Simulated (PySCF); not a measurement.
Several species in one continuum solvent.

All values: B3LYP/def2-SVPD (PySCF, non-relativistic), each on one gas-phase PBE0-D3(BJ)/def2-SVP geometry that isn't relaxed in the solvent. The solvent is an IEF-PCM continuum (cavity from Bondi-type radii × 1.2). The model holds no explicit solvent molecules, cavitation or dispersion.

Problem. Order them by E(solvent) − E(gas) in chloroform (ε = 4.711), most negative first (kcal/mol).
A. `[N:1]#[C:2][C@:3]1([O:4][CH:5]([F:6])[F:7])[CH2:8][CH2:9][O:10]1` with C2–C3–O4–C5 68°, C3–O4–C5–F6 157°
B. `[N:1]#[C:2][C@@H:3]1[CH2:4][O:5][C@@H:6]([F:7])[C@@H:8]([F:9])[O:10]1` with C2–C3–C4–O5 -72°, C3–C4–O5–C6 -64°, C4–O5–C6–F7 -99°, O5–C6–C8–F9 -86°
C. `[CH3:1][C:2](=[O:3])[CH2:4][O:5][C:6]([F:7])([F:8])[C:9]#[N:10]` with C1–C2–C4–O5 -178°, C2–C4–O5–C6 94°, C4–O5–C6–F7 -51°
D. `[F:1][C:2]([F:3])([F:4])[C@@H:5]([Cl:6])[CH:7]([Cl:8])[Cl:9]` with C2–C5–C7–Cl8 -67°
E. `[N:1]#[C:2][C@@H:3]1[CH2:4][O:5][C@H:6]([F:7])[C@@H:8]([F:9])[O:10]1` with C2–C3–C4–O5 -179°, C3–C4–O5–C6 57°, C4–O5–C6–F7 68°, O5–C6–C8–F9 -74°

Solution. B (-7.7), C (-7.0), E (-6.7), A (-6.2), D (-3.3).

```
                          SMILES  charge  ΔE (kcal/mol)  polarisation term (kcal/mol)  HOMO shift (eV)  dipole gas (D)  dipole solvent (D)  atoms  lowest singlet, gas (eV)  lowest singlet, solvent (eV)
N#C[C@@H]1CO[C@@H](F)[C@@H](F)O1       0           -7.7                          -8.7            +0.24            2.07                2.56     15                      7.17                          7.07
              CC(=O)COC(F)(F)C#N       0           -7.0                          -8.2            +0.18            6.07                7.31     15                      4.49                          4.61
 N#C[C@@H]1CO[C@H](F)[C@@H](F)O1       0           -6.7                          -7.5            +0.25            2.97                3.58     15                      6.76                          6.59
            N#C[C@]1(OC(F)F)CCO1       0           -6.2                          -7.1            +0.28            4.81                5.75     15                      6.81                          6.64
       FC(F)(F)[C@@H](Cl)C(Cl)Cl       0           -3.3                          -3.7            +0.09            1.57                2.16     11                      6.65                          6.67
```

The polarisation term is half the interaction of the solute with the induced surface charges. Singlets are vertical TDDFT energies (frozen core, non-equilibrium response), the lowest in each medium.
